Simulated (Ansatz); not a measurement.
Several settings on one geometry of ReO₃ (that of the charge 0 doublet, r2SCAN-D4/def2-TZVP). Ansatz on 4 threads of Arm Neoverse V1 on a shared host; times are rough.

| atom | x (Å) | y (Å) | z (Å) |
| --- | --- | --- | --- |
| Re1 | -0.5678 | 0.2275 | 0.3241 |
| O2 | -1.2173 | -1.2076 | 0.9233 |
| O3 | 0.5152 | 0.3755 | -1.2291 |
| O4 | 1.2699 | 0.6047 | -0.0184 |

Totals from different functionals, basis sets or treatments of relativity can't be compared as stabilities.

In the def2 sets Re takes a core potential; there is no spin–orbit coupling. LC-ωPBE has ω = 0.4 bohr⁻¹.

At r2SCAN-D4/def2-TZVP a quartet lies 0.40 eV below the doublet of charge 0, at its own geometry.

The spins typed aren't always the lowest for that charge.

(1) Give the basis size and estimate the energy, ⟨S²⟩, dipole and time of these runs.

| run | method | charge | state | further keys |
| --- | --- | --- | --- | --- |
| 1 | UKS LC-ωPBE/def2-TZVPP | 0 | quartet | scf: {lower_state_search: off}; forces asked |
| 2 | ROKS CAM-B3LYP/def2-SVPD | 0 | doublet | forces asked |
| 3 | UKS r2SCAN0-D4/def2-TZVPP | 0 | doublet | pseudopotentials: {relativity: none}; scf: {omitted_lower_state_checks: [starts]}; forces asked |

Results:

(1) 
| run | functions | energy (Eh) | ⟨S²⟩ | dipole (D) | wall time |
| --- | --- | --- | --- | --- | --- |
| 1 | 149 | -303.8492 | 3.77 | 2.49 | 2.1 s |
| 2 | 104 | -303.5501 | – | 2.65 | 8 s |
| 3 | 149 | -303.7924 | 1.58 | 2.46 | 17 s |

At UKS r2SCAN0-D4/def2-TZVPP the charge 0 doublet is spin-contaminated (final ⟨S²⟩ up to 1.58, 0.75 for a pure state).
